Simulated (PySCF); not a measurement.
C4H9N, SMILES C(/C)=N\CC. Geometry optimised at PBE-D3(BJ)/def2-SVP. The structure was generated by enumeration; whether it is a known compound was not checked. One conformer was computed; it need not be the lowest.

Computed equilibrium geometry at PBE-D3(BJ)/def2-SVP (PySCF confirms it by a frequency run) as a Z-matrix (one conformer of several):
```
N
C 1 1.2770
H 2 1.1240 1 121.14
C 1 1.4496 2 118.52 3 0.66
H 4 1.1133 1 107.53 2 -119.83
H 4 1.1214 5 106.83 1 -120.94
C 2 1.4980 3 116.24 1 -179.82
H 7 1.1061 2 110.26 3 -179.69
H 7 1.1111 8 109.42 2 -121.98
H 7 1.1112 8 109.37 9 -116.10
C 4 1.5300 5 108.81 6 -118.93
H 11 1.1082 4 110.48 5 -63.32
H 11 1.1084 12 108.61 4 -121.89
H 11 1.1090 12 107.71 13 -116.94
```
